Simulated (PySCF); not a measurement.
CH$_{6}$AlP, singlet, geometry from GFN2-xTB (such geometries of metal compounds can be far from the true shape). Base run: CCSD(T)/def2-SVP in PySCF.

The PySCF input:
```python
from pyscf import gto, scf, cc

mol = gto.M(
    atom='''
Al   -0.55864343    0.18732879   -0.51744120
H    -1.82605472   -0.30985131   -1.26273161
C     0.06352698    2.03589754   -0.91502316
H     1.01903517    2.06543321   -1.45381912
H     0.20504128    2.65101656   -0.01697935
H    -0.66338237    2.56088863   -1.54458818
P     0.39253360   -1.34486085    0.95075209
H     0.61460188   -0.31458626    1.87181012
H     1.64395746   -1.13064755    0.36190151
''',
    basis='def2-svp',
    verbose=4,
    max_memory=1800,
)

mf = scf.RHF(mol)
mf.kernel()

mycc = cc.CCSD(mf, frozen=11)
mycc.kernel()
et = mycc.ccsd_t()
print('E(CCSD(T)) = %.10f' % (mycc.e_tot + et))
```

Question: The base was run again with changes. Order these runs by total energy, lowest first: method = ccsd | method = cisd | method = mp2.

Answer: method = ccsd (ΔE vs base (mEh) 10.589), method = cisd (ΔE vs base (mEh) 57.276), method = mp2 (ΔE vs base (mEh) 61.731)
